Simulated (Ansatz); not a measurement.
Reading a saddle point

A first-order saddle point of SiN$_{2}$H$_{8}$Cl$_{2}$, closed shell, PBE0-D4/def2-TZVP, with one imaginary mode of 505i cm⁻¹:

```xyz
13
angstrom
Si -0.2724 1.0387 0.8593
H -0.0255 -0.6082 1.0490
Cl -2.2242 0.4732 0.1358
Cl 0.0042 1.0784 2.9405
H -0.5780 2.4892 0.7040
H 0.1701 -0.8416 -1.5668
N 1.0654 0.9735 -0.2635
H -0.1164 -1.1335 0.1333
N -0.2446 -1.5896 -1.0112
H 1.4151 1.8732 -0.5619
H 1.8364 0.3602 -0.0384
H 0.2110 -2.4779 -1.1816
H -1.2412 -1.6356 -1.1984
```

Computed with Ansatz 0.2.0 (basis: def2-TZVPP and def2-QZVPP); correlated methods freeze the cores. Extrapolation: Hartree–Fock as exp(−7.88 √X), correlation as X^−2.97.

(1) Which contacts change along the imaginary mode, and what lies on either side? (A judgement: the text doesn't fix the answer.)

(2) Which side is lower, and how far does the saddle lie above each? (To be estimated.)

No T1 diagnostic of these runs exceeds 0.010.

Results:

(1) Computed: The step is SiH₂Cl₂ ([Cl][SiH2][Cl]) + NH₃ + NH₃ → SiNH₃Cl₂ ([NH2][SiH]([Cl])[Cl]) + NH₃ + H₂, with the molecules in contact on both sides. Shortening one way: Si1–N7, H2–H8, H6–N9; lengthening the same way: Si1–H2, H6–N7, H8–N9.
```csv
pair,one side (Å),saddle (Å),other side (Å)
Si1–N7,1.88,1.75,1.68
H2–H8,3.25,1.06,0.75
H6–N9,1.76,1.02,1.01
Si1–H2,1.47,1.68,3.87
H6–N7,1.06,2.41,3.65
H8–N9,1.01,1.24,3.43
```

(2) The calculation gives: The side with Si1–N7, H2–H8, H6–N9 short is lower by 6.00 kcal/mol; the saddle lies 35.34 kcal/mol above it and 29.34 kcal/mol above the other (CCSD(T) at an estimated basis limit (MP2 extrapolated from triple and quadruple zeta, plus CCSD(T) − MP2 in triple zeta); electronic energies).

Labels in which every atom is bracketed show which atoms are joined, not bond orders.

For scale, one of the runs: CCSD(T)/def2-TZVPP, 300 basis functions, launched by `ansatz run in.yaml --threads 8 --pin off --events-out ev --progress --plain --max-ram 19148MiB`. The run took 4 min on 8 CPU threads of an Intel Xeon (shared host), with 9.9 GiB of host memory at its peak.
